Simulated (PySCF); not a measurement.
A structure optimised at PBE-D3(BJ)/def2-SVP, used in a PySCF frequency run:

```xyz
16

C      2.7407     0.0634     0.4422
O      1.4114    -0.3751     0.3349
C      0.7220     0.2282    -0.7345
C     -0.7220    -0.2282    -0.7345
O     -1.4114     0.3751     0.3349
C     -2.7407    -0.0634     0.4422
H      3.3393    -0.1639    -0.4760
H      3.2033    -0.4621     1.3005
H      2.8101     1.1651     0.6223
H      1.1876    -0.0410    -1.7181
H      0.7483     1.3445    -0.6543
H     -1.1876     0.0410    -1.7181
H     -0.7483    -1.3445    -0.6543
H     -3.3393     0.1639    -0.4760
H     -2.8101    -1.1651     0.6223
H     -3.2033     0.4621     1.3005
```

### Question
Write its SMILES, formula and point group.

### Answer
COCCOC, C₄H₁₀O₂, C2

### Question
What are its rotational constants (standard atomic weights)?

### Answer
11.149, 1.5201, 1.4338 GHz
